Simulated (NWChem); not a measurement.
Molecule: AuNH4O; SMILES [NH3]->[Au][OH]

```xyz
7

Au     0.0051     0.0546     0.0002
O     -0.0966     1.9997     0.0005
H      0.8032     2.3464    -0.0008
N     -0.0235    -2.0356     0.0003
H      0.9163    -2.4234    -0.0938
H     -0.5792    -2.4070    -0.7719
H     -0.4175    -2.4109     0.8645
```
Atoms are numbered in this order, from 1.

Computed with NWChem. All runs use the structure optimised with PBE0/def2-SVP. def2 effective core potentials on Au; no spin-orbit coupling. Static field.

### Question
Estimate the computed values for PBE/def2-SVPD. Quantities: isotropic polarisability (bohr³); anisotropy (bohr³).

### Answer
The isotropic polarisability (bohr³) is 53.4. The anisotropy (bohr³) is 25.2.
